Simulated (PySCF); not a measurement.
Two-component Hartree-Fock for Kr⁺ (krypton, charge +1)

Start: [Ar] 3d10 4s2 4p5; 4p1/2 filled at m_j = -1/2, +1/2; 4p3/2 filled at m_j = -1/2, +1/2, +3/2. Calculated with PySCF 2.14 in x2c-TZVPall-2c (6s7p4d1f, 54 functions): generalised Hartree-Fock with the X2C-1e Hamiltonian and a Gaussian nucleus; one run each with spin-orbit coupling (SO) switched off, then screened by Boettger's factors.

```json
{"spinor shell": "1s1/2", "electrons": "2", "ε, spin-free (eV)": "-14416.9", "ε, screened SO (eV)": "-14416.4", "weight of nominal j (screened SO)": "1.000", "rms radius, screened SO (bohr)": "0.0478"}
{"spinor shell": "2s1/2", "electrons": "2", "ε, spin-free (eV)": "-1972.7", "ε, screened SO (eV)": "-1972.5", "weight of nominal j (screened SO)": "1.000", "rms radius, screened SO (bohr)": "0.199"}
{"spinor shell": "2p1/2", "electrons": "2", "ε, spin-free (eV)": "-1740.1", "ε, screened SO (eV)": "-1777.0", "weight of nominal j (screened SO)": "1.000", "rms radius, screened SO (bohr)": "0.174"}
{"spinor shell": "2p3/2", "electrons": "4", "ε, spin-free (eV)": "-1740.1", "ε, screened SO (eV)": "-1722.4", "weight of nominal j (screened SO)": "1.000", "rms radius, screened SO (bohr)": "0.178"}
{"spinor shell": "3s1/2", "electrons": "2", "ε, spin-free (eV)": "-317.33", "ε, screened SO (eV)": "-317.25", "weight of nominal j (screened SO)": "1.000", "rms radius, screened SO (bohr)": "0.565"}
{"spinor shell": "3p1/2", "electrons": "2", "ε, spin-free (eV)": "-240.83", "ε, screened SO (eV)": "-246.59", "weight of nominal j (screened SO)": "1.000", "rms radius, screened SO (bohr)": "0.574"}
{"spinor shell": "3p3/2", "electrons": "4", "ε, spin-free (eV)": "-240.83", "ε, screened SO (eV)": "-237.98", "weight of nominal j (screened SO)": "1.000", "rms radius, screened SO (bohr)": "0.585"}
{"spinor shell": "3d3/2", "electrons": "4", "ε, spin-free (eV)": "-113.96", "ε, screened SO (eV)": "-114.73", "weight of nominal j (screened SO)": "0.995", "rms radius, screened SO (bohr)": "0.610"}
{"spinor shell": "3d5/2", "electrons": "6", "ε, spin-free (eV)": "-113.96", "ε, screened SO (eV)": "-113.32", "weight of nominal j (screened SO)": "0.997", "rms radius, screened SO (bohr)": "0.612"}
{"spinor shell": "4s1/2", "electrons": "2", "ε, spin-free (eV)": "-42.708", "ε, screened SO (eV)": "-42.676", "weight of nominal j (screened SO)": "1.000", "rms radius, screened SO (bohr)": "1.67"}
{"spinor shell": "4p1/2", "electrons": "2", "ε, spin-free (eV)": "-24.974", "ε, screened SO (eV)": "-25.620", "weight of nominal j (screened SO)": "0.792", "rms radius, screened SO (bohr)": "1.95"}
{"spinor shell": "4p3/2", "electrons": "3", "ε, spin-free (eV)": "-24.974", "ε, screened SO (eV)": "-24.594", "weight of nominal j (screened SO)": "0.861", "rms radius, screened SO (bohr)": "1.99"}
```

```json
{"quantity": "E (hartree)", "spin-free": "-2787.60760", "screened SO": "-2787.78418"}
{"quantity": "M_J", "spin-free": "3/2", "screened SO": "3/2"}
{"quantity": "⟨J²⟩", "spin-free": "3.760", "screened SO": "3.760"}
{"quantity": "⟨L²⟩", "spin-free": "2.007", "screened SO": "2.011"}
{"quantity": "⟨S²⟩", "spin-free": "0.753", "screened SO": "0.756"}
```

Each row is a mean over spinors that exchange with the open shell spreads, by up to 3.277 eV (4s1/2).

Rows whose weight is well below 1 are mixtures of j = l ± 1/2: exchange outweighs spin-orbit coupling there, and the label is only the starting occupation.

Without spin-orbit coupling the j labels of p, d and f shells carry no meaning; the spin-free column gives the mean over the occupied spinors of each nl shell.
